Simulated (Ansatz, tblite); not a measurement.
Forces on the cluster Ba₅Se₅⁺ at its PBE-D4/def2-SVP geometry. Total charge 1; doublet.

In the def2 sets Ba takes a core potential; there is no spin–orbit coupling. The xTB rows come from tblite. At PBE-D4/def2-SVP the gap within one spin of the charge 1 doublet nearly closes, so an electron or hole may be smeared out by delocalisation error. Another isomer (doublet) lies 2.08 eV lower at PBE0-D4/def2-SVP; other spin states weren't run for this one.

GFN1-xTB (tblite), largest force 0.79 eV/Å:

```xyz
10
positions Å, forces eV/Å
Ba   -4.145    1.827   -3.971    0.131    0.162    0.619
Ba    2.128   -0.195    2.605    0.043   -0.179   -0.237
Ba    4.682   -3.681    1.600   -0.281    0.517    0.296
Ba    0.225   -0.928   -1.394   -0.126    0.179    0.410
Ba   -2.862    2.033    0.195    0.215    0.027   -0.405
Se    2.241   -2.430    0.437   -0.114    0.269   -0.024
Se    4.548   -1.646    3.722   -0.350   -0.134   -0.584
Se    0.051    1.191    0.819   -0.061   -0.358   -0.092
Se   -4.216    3.867   -1.863    0.296   -0.728   -0.042
Se   -2.652   -0.038   -2.150    0.248    0.245    0.059
```

GFN2-xTB (tblite), largest force 0.22 eV/Å:

```
Ba 0.045 0.089 0.168
Ba -0.026 -0.074 -0.063
Ba -0.047 0.165 0.113
Ba -0.093 0.047 0.148
Ba 0.098 0.055 -0.152
Se -0.117 -0.013 -0.188
Se 0.079 -0.051 0.014
Se -0.007 0.025 0.011
Se -0.004 -0.126 0.017
Se 0.071 -0.117 -0.067
```

PBE-D4/def2-SVP (Ansatz), largest force 0.04 eV/Å:

```
Ba 0.001 -0.018 -0.029
Ba -0.008 -0.007 -0.004
Ba 0.001 0.001 0.011
Ba -0.021 0.011 -0.007
Ba 0.025 0.002 -0.013
Se 0.001 0.020 0.011
Se 0.009 -0.017 -0.011
Se -0.006 0.010 0.008
Se 0.009 -0.026 0.028
Se -0.010 0.024 0.005
```
